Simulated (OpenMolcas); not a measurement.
Ag⁶⁺.

| Item | Value |
| --- | --- |
| Program | OpenMolcas 26.06 |
| Method | CASSCF |
| Basis | ANO-RCC-VQZP [8s7p5d3f2g1h] |
| Scalar Hamiltonian | DKH2, point nucleus |
| Active space | 5 electrons in 10 orbitals (4d 5d) |
| State averaging | 2S+1 = 6 even, 1 root; 2S+1 = 4 even, 24 roots; 2S+1 = 2 even, 67 roots |
| Spin-orbit coupling | state interaction with AMFI integrals over the reference wave functions, term energies averaged over their components |

Levels without dynamic correlation, in cm⁻¹ above 4d⁵ ⁶S_5/2:

```json
{"Level": "4d⁵ ⁴G_5/2", "E": "34746"}
{"Level": "4d⁵ ⁴D_7/2", "E": "43584"}
{"Level": "4d⁵ ²I_11/2", "E": "50495"}
```

On this reference, MS-CASPT2, IPEA 0.25 Eh, imaginary shift 0.1 Eh (closed shells correlated: 4s 4p) puts 4d⁵ ⁴G_5/2 at 31200 cm⁻¹.

**Question.** Estimate the other levels at that method by one scale factor, and say how well it serves.

**Answer.** The factor is 31200 / 34746 = 0.898. Scaled values beside those that MS-CASPT2 gives and measured ones (the list in Gamrath, thesis, University of Mons (2023)):
```csv
Level,Scaled,MS-CASPT2,Miss (%),Measured
4d⁵ ⁴D_7/2,39138,38420,+1.9,36485
4d⁵ ²I_11/2,45345,46550,-2.6,44011
```
For these levels the scaled values miss MS-CASPT2 by up to 2.6 %, so one factor serves here. This holds within one configuration; levels of others move differently, and the target method has errors of its own against measurement.

Term energies are means over components that CASPT2 splits; among the terms shown or strongly mixed into the levels shown the widest spread is 660 cm-1 (4d⁵ ²I, MS-CASPT2). Active for correlation alone: 5d; no level in the range computed is led by a configuration that fills it, so any true level of that kind is missing. Without dynamic correlation excited terms often stand tens of per cent too high (terms of higher spin than the ground term too low), and those without a measured partner can miss by more than the paired ones (holds for CASSCF). Measured partners are found by configuration, term and J. A level has none where our copy of the source lacks it or the pairing is in doubt (some pairs that miss far off the trend of their configuration count as doubtful), and it then counts in no deviation. Levels of configurations outside the active space are missing.
